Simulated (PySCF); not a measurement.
Harmonic spectrum computed at PBE0 in the def2-SVP basis family (core potentials from Rb on, PySCF, no spin–orbit coupling):

| symmetry | ω (cm⁻¹) | IR (km/mol) |
| --- | --- | --- |
| a' | 106 | 20.0 |
| a'' | 180 | 2.1 |
| a' | 201 | 16.4 |
| a' | 601 | 31.6 |
| a' | 633 | 1.0 |
| a'' | 708 | 113 |

**Question.** Which molecule gave it? In each, all ligands are bound to the one heavy central atom.
A. RhF₃ (triplet)
B. PtF₃ (doublet)
C. ReF₃ (quintet)
D. OsF₃ (quartet)
E. PdF₃ (doublet)

**Answer.** E. It has Cs symmetry with Pd–F 1.838 Å (×2), Pd–F 1.865 Å.
